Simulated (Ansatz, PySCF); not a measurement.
C4H7BO, SMILES C(B(C)O)C#C. Atoms are numbered in the order given.

```xyz
13

C      2.5611     0.7335     0.2251
C      1.6648    -0.0313    -0.0680
C      0.4923    -0.8374    -0.3729
B     -0.8844    -0.0846    -0.0182
C     -2.2686    -0.8039    -0.2197
O     -0.8516     1.1735     0.4720
H      3.3903     1.3706     0.4677
H      0.4739    -1.1107    -1.4443
H      0.5228    -1.7987     0.1722
H     -3.1226    -0.1242    -0.0817
H     -2.3439    -1.2750    -1.2146
H     -2.3674    -1.6267     0.5122
H      0.0600     1.4997     0.5696
```

Coordinates come from a B3LYP-D3(BJ)/def2-SVP optimisation. The structure was generated by enumeration, and PubChem lists no compound with its InChIKey, so it may never have been made. Other conformers were not sampled.

Two levels are set side by side: PBE-D3(BJ)/def2-SVP (Ansatz, an electronic-structure program) and B3LYP-D3(BJ)/def2-SVP (Ansatz). Each level has its own optimised geometry; the coordinates shown are those of the second. Frequencies come from the Hessian of PySCF at each geometry. Differences are taken from unrounded values.

```json
[
 {"quantity": "mean bond length (Å)", "B3LYP-D3(BJ)": "1.231"},
 {"quantity": "bond C1–C2 (Å)", "B3LYP-D3(BJ)": "1.214"},
 {"quantity": "bond C2–C3 (Å)", "B3LYP-D3(BJ)": "1.455"},
 {"quantity": "bond C3–B4 (Å)", "B3LYP-D3(BJ)": "1.609"},
 {"quantity": "bond B4–C5 (Å)", "B3LYP-D3(BJ)": "1.573"},
 {"quantity": "bond B4–O6 (Å)", "B3LYP-D3(BJ)": "1.351"},
 {"quantity": "bond C1–H7 (Å)", "B3LYP-D3(BJ)": "1.073"},
 {"quantity": "bond C3–H8 (Å)", "B3LYP-D3(BJ)": "1.106"},
 {"quantity": "bond C3–H9 (Å)", "B3LYP-D3(BJ)": "1.106"},
 {"quantity": "bond C5–H10 (Å)", "B3LYP-D3(BJ)": "1.100"},
 {"quantity": "bond C5–H11 (Å)", "B3LYP-D3(BJ)": "1.103"},
 {"quantity": "bond C5–H12 (Å)", "B3LYP-D3(BJ)": "1.106"},
 {"quantity": "bond O6–H13 (Å)", "B3LYP-D3(BJ)": "0.973"},
 {"quantity": "highest harmonic wavenumber (cm⁻¹)", "B3LYP-D3(BJ)": "3708"},
 {"quantity": "mean harmonic wavenumber (cm⁻¹)", "B3LYP-D3(BJ)": "1358"},
 {"quantity": "zero-point energy (kcal/mol)", "B3LYP-D3(BJ)": "64.09"}
]
```

Q: What does PBE-D3(BJ) give, and how far is it from B3LYP-D3(BJ)? (An estimate is asked for; the answer gives what the named calculation found.)

A: 
```csv
quantity,PBE-D3(BJ),PBE-D3(BJ) minus B3LYP-D3(BJ)
mean bond length (Å),1.238,0.007
bond C1–C2 (Å),1.227,0.012
bond C2–C3 (Å),1.452,-0.003
bond C3–B4 (Å),1.616,0.008
bond B4–C5 (Å),1.575,0.002
bond B4–O6 (Å),1.358,0.007
bond C1–H7 (Å),1.081,0.007
bond C3–H8 (Å),1.113,0.007
bond C3–H9 (Å),1.113,0.008
bond C5–H10 (Å),1.107,0.007
bond C5–H11 (Å),1.111,0.008
bond C5–H12 (Å),1.111,0.006
bond O6–H13 (Å),0.986,0.012
highest harmonic wavenumber (cm⁻¹),3528,-180
mean harmonic wavenumber (cm⁻¹),1321,-38
zero-point energy (kcal/mol),62.31,-1.78
```

Exact exchange shortens and stiffens bonds; PBE has none. Differences between two approximate levels are no errors against the true value.
